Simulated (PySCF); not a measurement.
# Computed vibrations of [OsO3Cl]+

[OsO3Cl]+ (singlet). PySCF 2.14.0, RKS B3LYP, Os def2-SVP with ECP60, O def2-SVP, Cl def2-SVP; non-relativistic Hamiltonian with scalar-relativistic core potentials where named; density fitting; no spin-orbit coupling. Central differences of gradients.

```xyz
5

Os    0.1943    0.3838    0.0000
O     1.8643    0.3542    0.0000
O    -0.4634    1.9166    0.0000
O    -0.9045   -1.0563    0.0000
Cl   -1.2936   -2.6627    0.0000
```

Run from Python with OMP_NUM_THREADS=2. Where DIIS fails, smearing, a level shift and second-order steps follow.
It took 56 s on 2 threads of Arm Neoverse V1 (shared host).

Q: What are the harmonic wavenumbers and infrared intensities?

A: Modes are labelled in Cs; negative numbers are unstable modes, those under 60 cm⁻¹ near the noise; a finer grid moves soft modes by up to 10 cm⁻¹.
| cm⁻¹ | km/mol | symmetry |
| --- | --- | --- |
| 48 | 1.7 | a' |
| 63 | 0.5 | a'' |
| 190 | 3.0 | a' |
| 315 | 3.0 | a' |
| 316 | 4.5 | a'' |
| 431 | 5.5 | a' |
| 947 | 3.5 | a' |
| 1022 | 77.4 | a' |
| 1079 | 35.5 | a' |

Q: Is this a minimum?

A: Yes, within the noise of the softest modes. Ideal gas at 298.15 K and 1 bar: S = 359.6 J/(mol K), Cp = 81.7 J/(mol K), H − H(0 K) = 18.9 kJ/mol (rigid rotor, harmonic modes, spin degeneracy alone; the modes under 60 cm⁻¹ make these uncertain).

On relaxing from the template, bonds within or between ligands changed, so the formula names the start rather than the bonding at the end.
